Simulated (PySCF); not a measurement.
# What a mistake does to a calculation on B2H3O2 anion

All numbers below are calculated, not measured. The program is PySCF 2.14.0, an open-source quantum chemistry code, run on an isolated molecule that a program drew, which may never have been made. The molecule is B2H3O2 anion (charge -1, singlet), drawn as the SMILES string `O=B[BH2-]O`.

Each row is a Hartree-Fock (HF) and frozen-core CCSD(T) single point in the aug-cc-pVDZ basis, meant for a local HF minimum. Run 1 is clean. Each other run has one planted mistake out of seven kinds, and not every kind appears here: one electron removed, one electron added, multiplicity raised by two, geometry at a saddle point, minimal basis STO-3G, one bond length entered in bohr, all coordinates scaled. The reference is restricted for singlets and unrestricted otherwise, and also for a bond in bohr. Adding or removing an electron swaps singlet and doublet. Electrons count all cores. HOMO and LUMO are orbital energies over both spins, the gradient is its largest component, and the lowest frequency (negative if imaginary) is given only where the gradient is small. Bond lengths are over the 6 bonds as drawn. T1 is the CCSD diagnostic: over 0.02 (restricted) or 0.045 (unrestricted) a single reference is doubtful.

Geometry of the clean run:
```xyz
7
B2H3O2 anion, angstrom
O    -2.2036   -1.9680   -3.4827
B    -1.1904   -2.2969   -2.9063
B     0.2854   -2.8071   -2.0896
O     1.1101   -1.6540   -1.6128
H     0.8996   -3.5335   -2.8975
H    -0.0598   -3.4920   -1.1211
H     1.4858   -1.2027   -2.3467
```

| run | electrons | basis functions | <S^2> | HOMO (eV) | LUMO (eV) | gradient (hartree/bohr) | lowest frequency (cm^-1) | mean bond (Å) | longest bond (Å) | T1 | HF (hartree) | CCSD(T) (hartree) | mistake |
|---|---|---|---|---|---|---|---|---|---|---|---|---|---|
| 1 | 30 | 119 | 0.000 | -5.36 | 3.94 | 1.4e-05 | 175 | 1.3154 | 1.762 | 0.0172 | -200.97079 | -201.60668 | no fault |
| 2 | 30 | 119 | 0.000 | -5.75 | 3.93 | 8.7e-02 | - | 1.3970 | 1.871 | 0.0194 | -200.94807 | -201.59739 | all coordinates scaled |
| 3 | 29 | 119 | 0.776 | -12.33 | -1.58 | 3.8e-02 | - | 1.3154 | 1.762 | 0.0567 | -200.83712 | -201.45204 | ? |
| 4 | 30 | 119 | 0.281 | -2.95 | 3.87 | 2.5e-02 | - | 1.4986 | 2.335 | 0.0446 | -200.87485 | -201.51494 | ? |

**Which mistake was planted in run 3, and what did it cost?**

It counts 29 electrons, one fewer than the clean run, at the same geometry and basis. So the mistake is: one electron removed. Subtracting run 1 and multiplying by 627.51 kcal/mol a hartree, the energy moved by 83.9 kcal/mol in HF and 97.0 kcal/mol in CCSD(T).

**Which mistake was planted in run 4, and what did it cost?**

The mean bond changes by a factor of 1.139 and the longest by 1.325, so the molecule wasn't scaled as a whole. A length L in bohr read as angstrom grows by (1/0.5292 - 1) L = 0.890 L. The 6 bonds together grew by 6 x 0.1832 = 1.099 Å, which gives L = 1.235 Å. That is bond B3-H6, 1.235 Å in the clean geometry. So the mistake is: one bond length entered in bohr. Subtracting run 1 and multiplying by 627.51 kcal/mol a hartree, the energy moved by 60.2 kcal/mol in HF and 57.6 kcal/mol in CCSD(T).

Cautions from the logs. Run 3: T1 is over the limit, so its CCSD(T) energy is less reliable.
